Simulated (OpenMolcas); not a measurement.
Multiconfigurational calculation on La+

Input:

```
&GATEWAY
Coord
1

La 0.0 0.0 0.0
Basis=ANO-RCC-VQZP
Group=XYZ
NoMove
AngMom=0.0 0.0 0.0
AMFI
&SEWARD
&RASSCF
FileOrb=start.orb
Symmetry=1
Spin=3
nActEl=2 0 0
Inactive=15 12
Ras2=6 0
CIRoot=15 15 1
SDav=15
CIMx=300
Iter=120 100
PrWF=0.3
OrbListing=Nothing
MaxOrb=0
Atom
>>> COPY $Project.JobIph JOB001
&RASSCF
FileOrb=start.orb
Symmetry=1
Spin=1
nActEl=2 0 0
Inactive=15 12
Ras2=6 0
CIRoot=21 21 1
SDav=21
CIMx=300
Iter=120 100
PrWF=0.3
OrbListing=Nothing
MaxOrb=0
Atom
CIOnly
>>> COPY $Project.JobIph JOB002
&RASSI
NrOfJobIphs=2 15 21
1 2 3 4 5 6 7 8 9 10 11 12 13 14 15
1 2 3 4 5 6 7 8 9 10 11 12 13 14 15 16 17 18 19 20 21
IphNames
JOB001
JOB002
EJob
SpinOrbit
DIPRint=1.0
SOCoupling=1000.0
Subsets=2
MEES
Property=10
'ANGMOM' 1 'ANGMOM' 2 'ANGMOM' 3 'MLTPL  1' 1 'MLTPL  1' 2 'MLTPL  1' 3
'AMFI' 1 'AMFI' 2 'AMFI' 3 'MLTPL  2' 6
SOProperty=3
'ANGMOM' 1 'ANGMOM' 2 'ANGMOM' 3
```

Launched by
```bash
OMP_NUM_THREADS=1 MOLCAS_MEM=1689 MOLCAS_PROJECT=a pymolcas a.inp > a.log  # once for each step of the input, in one work folder
```

A driver script runs the steps one by one and writes start.orb anew before each from the orbitals found so far, so a CI-only block uses the converged orbitals of the first block.

Output, cut to the results:

```
--- SEWARD ---
Basis set label: LA.ANO-RCC...9S8P6D4F3G2H.

      Electronic valence basis set:
      ------------------
      Associated Effective Charge  57.000000 au
      Associated Actual Charge     57.000000 au
      Nuclear Model: Point charge

      Shell  nPrim  nBasis  Cartesian Spherical Contaminant
         s      24       9        X
         p      21       8        X
         d      15       6                 X
         f       5       4                 X
         g       3       3                 X
         h       2       2                 X
                  Relativistic Douglas-Kroll-Hess integrals:
                    - DKH order of Hamiltonian: 2
                    - DKH order of Properties : 0
                  Atomic mean-field integrals
--- RASSCF ---
Wave function specifications:
      -----------------------------

      Number of closed shell electrons          54
      Number of electrons in active shells       2
      Max number of holes in RAS1 space          0
      Max nr of electrons in RAS3 space          0
      Number of inactive orbitals               27
      Number of active orbitals                  6
      Number of secondary orbitals             107
      Spin quantum number                      1.0
      State symmetry                             1
Orbital specifications:
      -----------------------

      Symmetry species                           1   2
                                                ag  au
      Frozen orbitals                            0   0
      Inactive orbitals                         15  12
      Active orbitals                            6   0
      RAS1 orbitals                              0   0
      RAS2 orbitals                              6   0
      RAS3 orbitals                              0   0
      Secondary orbitals                        45  62
      Deleted orbitals                           0   0
      Number of basis functions                 66  74
      Number of CSFs                            15
      Number of root(s) required                15
      Iter CI   SX   CI       RASSCF       Energy    max ROT     max BLB   max BLB  Level Ln srch  Step   QN
          iter iter root      energy       change     param      element    value   shift minimum  type update
 Nr of preliminary CI iterations:   1
      Total energies have been shifted. Add                -8000.00 au
        1   1    5    0  -486.34496848    0.00E+00   4.62E-06   10  13 2  4.53E-06   0.37   0.00    SX    NO
        2   1    5    0  -486.34496848   -1.00E-10  -2.62E-06   10  13 2  1.89E-06   0.37   0.00    SX    NO
        3   1    3    0  -486.34496848   -2.73E-11   1.53E-06   10  13 2  7.17E-07   0.37   0.00    SX    NO
        4   1    3    0  -486.34496848    3.64E-12   8.46E-07   10  13 2  2.64E-07   0.37   0.00    SX    NO
      Convergence after  4 iterations
        5   1    3    0  -486.34496848    1.09E-11   8.46E-07   10  13 2  9.41E-08   0.37   0.00    SX    NO
      Natural orbitals and occupation numbers for root  1
      sym 1:   0.744429   0.744429   0.255571   0.255571  -0.000000   0.000000
      Natural orbitals and occupation numbers for root  2
      sym 1:   0.200304   0.799696  -0.000000   0.200304   0.799696  -0.000000
      Natural orbitals and occupation numbers for root  3
      sym 1:  -0.000000   0.285987   0.714013   0.285987   0.714013   0.000000
::    RASSCF root number  1 Total energy:  -8486.35330192
::    RASSCF root number  2 Total energy:  -8486.35330192
::    RASSCF root number  3 Total energy:  -8486.35330192
::    RASSCF root number  4 Total energy:  -8486.35330192
::    RASSCF root number  5 Total energy:  -8486.35330192
::    RASSCF root number  6 Total energy:  -8486.35330192
::    RASSCF root number  7 Total energy:  -8486.35330192
::    RASSCF root number  8 Total energy:  -8486.34721500
::    RASSCF root number  9 Total energy:  -8486.34721500
::    RASSCF root number 10 Total energy:  -8486.34721500
::    RASSCF root number 11 Total energy:  -8486.34721500
::    RASSCF root number 12 Total energy:  -8486.34721500
::    RASSCF root number 13 Total energy:  -8486.32177959
::    RASSCF root number 14 Total energy:  -8486.32177959
::    RASSCF root number 15 Total energy:  -8486.32177959
--- RASSCF ---
Wave function specifications:
      -----------------------------

      Number of closed shell electrons          54
      Number of electrons in active shells       2
...
--- RASSI ---
SPIN-FREE ENERGIES:
  (Shifted by EMIN (a.u.) =      -8486.3533019162)

 SF State       Relative EMIN(au)   Rel lowest level(eV)    D:o, cm**(-1)      L_eff

     1             0.0000000000        0.0000000000              0.0000         3.0
     2             0.0000000000        0.0000000000              0.0000         3.0
     3             0.0000000000        0.0000000000              0.0000         3.0
     4             0.0000000000        0.0000000000              0.0000         3.0
     5             0.0000000000        0.0000000000              0.0000         3.0
     6             0.0000000000        0.0000000000              0.0000         3.0
     7             0.0000000000        0.0000000000              0.0000         3.0
    16             0.0017198814        0.0468003557            377.4703         2.0
    17             0.0017198814        0.0468003557            377.4703         2.0
    18             0.0017198814        0.0468003557            377.4703         2.0
    19             0.0017198814        0.0468003557            377.4703         2.0
    20             0.0017198814        0.0468003557            377.4703         2.0
     8             0.0060869159        0.1656334199           1335.9236         2.0
     9             0.0060869159        0.1656334199           1335.9236         2.0
    10             0.0060869159        0.1656334199           1335.9236         2.0
    11             0.0060869159        0.1656334199           1335.9236         2.0
    12             0.0060869159        0.1656334199           1335.9236         2.0
    15             0.0315223228        0.8577661010           6918.3502         1.0
    13             0.0315223228        0.8577661010           6918.3502         1.0
    14             0.0315223228        0.8577661010           6918.3502         1.0
    21             0.0364416455        0.9916276920           7998.0167         0.0
...
```

Levels above the lowest, from the spin-orbit matrix, grouped by J:

```
Configuration  Term  J  E (cm⁻¹)  Measured (cm⁻¹)      g  Term weight %       Second
          5d²    ³F  2       0.0              0.0  0.713             86        13 ¹D
          5d²    ³F  3      1057             1016  1.084            100             
          5d²    ¹D  2      1663                   1.002             64  23 5d 6s ³D
        5d 6s    ³D  1      1863             1895  0.499            100             
          5d²    ³F  4      2083             1971  1.250            100             
        5d 6s    ³D  2      2602             2592  1.122             76    22 5d² ¹D
        5d 6s    ³D  3      3187             3250  1.334            100             
          5d²    ³P  0      7467             5250                    91     9 6s² ¹S
          5d²    ³P  1      7975             5718  1.501            100             
          5d²    ³P  2      8516             6227  1.494             99             
          6s²    ¹S  0      9496             7395                    91     9 5d² ³P
          5d²    ¹G  4     10582             7473  1.001            100             
        5d 6s    ¹D  2     15002                   1.003             99             
          5d²    ¹S  0     28122                                    100
```

Against the 10 measured excited levels shown (NIST Handbook of Basic Atomic Spectroscopic Data) the mean absolute deviation is 1200 cm-1; the largest miss in energy is 5d² ¹G₄: computed 10582, measured 7473 cm⁻¹ (+41.6 %).

Without dynamic correlation excited terms often stand tens of per cent too high (terms of higher spin than the ground term too low), and those without a measured partner can miss by more than the paired ones. Terms from blocks run as CI alone lack orbitals of their own. Configurations are named by rounded mean occupations; where the s occupation lies near a half they are strongly mixed, a name can repeat and a true partner stay unpaired. A single d shell beside an s shell can misplace configurations of different d count against each other. Measured partners are found by configuration, term and J. A level has none where our copy of the source lacks it or the pairing is in doubt (some pairs that miss far off the trend of their configuration count as doubtful), and it then counts in no deviation. Only configurations of the active space appear.

The RASSCF and RASSI steps took 30 s on 1 thread of Intel(R) Xeon(R) Platinum 8488C (Sapphire Rapids) (shared host); the integral step is not counted.

The term weight is that of the spin-free term in the level, not the purity of its configuration.
